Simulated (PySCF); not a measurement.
SMILES B[SiH2]S (H5BSSi) (PBE/def2-SVP optimised geometry):

```
8

B      1.594    -0.742     0.000
Si    -0.429    -0.742     0.000
S     -0.867     1.399     0.000
H      2.218    -0.708     1.042
H      2.219    -0.719    -1.042
H     -1.034    -1.399     1.216
H     -1.035    -1.399    -1.215
H     -2.219     1.225    -0.004
```

Calculation: PBE/def2-TZVP in PySCF 2.14.0.

Question: What are the frontier orbital energies and the dipole moment?

Answer: HOMO-2 -8.06 eV, HOMO-1 -7.36 eV, HOMO -6.21 eV, LUMO -3.76 eV, LUMO+1 -0.76 eV; dipole moment 0.91 D.

On the same geometry PBE0/def2-TZVP run with PySCF gives HOMO-2 -9.26 eV, HOMO-1 -8.58 eV, HOMO -7.41 eV, LUMO -2.75 eV, LUMO+1 0.16 eV; dipole moment 1.02 D.

Meta-Löwdin charges at PBE/def2-TZVP: B1 -0.16, Si2 0.41, S3 -0.29, H4 0.04, H5 0.04, H6 -0.08, H7 -0.08, H8 0.12.
